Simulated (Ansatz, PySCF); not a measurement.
Gas-phase reaction in SMILES: [O]=[Al][Cl] -> [O]=[Al][Cl] as doublet, charge +1 + e-
Each molecule is optimised on its own at B3LYP-D3(BJ)/def2-TZVP (Ansatz, a quantum-chemistry and plane-wave program).
Geometry of the first species:
```
Al
O 1 1.5967
Cl 1 2.0671 2 180.00
```

Quantity: adiabatic ionisation energy (0 K, with B3LYP-D3(BJ) harmonic zero-point energies from PySCF), in eV. Correlated levels leave the core frozen unless marked. Open shells are spin-unrestricted. No spin-orbit coupling. No relativistic terms. CBS(X,Y): correlation extrapolated as X^-3; Hartree-Fock from the larger set.

Level to compare with: CCSD(T)/CBS(cc-pV(T+d)Z,cc-pV(Q+d)Z) (Ansatz), 10.08 eV. It is a level with limits of its own, and the differences hold the functionals' basis error too.

Problem. Rank these functionals by how close they come to CCSD(T)/CBS(cc-pV(T+d)Z,cc-pV(Q+d)Z), closest first: CAM-B3LYP/def2-TZVPD (Ansatz); HSE06/def2-TZVPD (Ansatz); r2SCAN0/def2-TZVPD (Ansatz).

Solution. CAM-B3LYP/def2-TZVPD (range-separated hybrid, 9.94 eV, difference -0.14), HSE06/def2-TZVPD (screened hybrid, 9.81 eV, difference -0.27), r2SCAN0/def2-TZVPD (hybrid meta-GGA, 9.65 eV, difference -0.43)
